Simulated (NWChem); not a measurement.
## BHBr (SMILES [BH]Br): name the method

BHBr: 3 atoms, total charge 0, spin state doublet. As SMILES, `[BH]Br`. The shape is that of a PBE0-D4/def2-TZVP optimisation.

```csv
atom,x (Å),y (Å),z (Å)
B,-0.0945,-0.5230,-0.1157
Br,1.1810,0.5632,0.7098
H,-1.0974,-0.1050,-0.6073
```

A calculation with NWChem 7.3.0 gave:

```
total energy  : -2585.1159 Eh
dipole moment : 0.82 D
HOMO energy   : -9.33 eV
LUMO energy   : 1.41 eV
⟨S²⟩          : 0.754
largest force : 1.456 eV/Å
```

Task: Which of these levels gave the numbers?
A. HF/STO-3G
B. BP86/6-311G**
C. HF/def2-SVP
D. HF/3-21G

Result: D. The others give -2569.5618 Eh (HF/STO-3G), -2599.7844 Eh (BP86/6-311G**), -2597.3059 Eh (HF/def2-SVP).
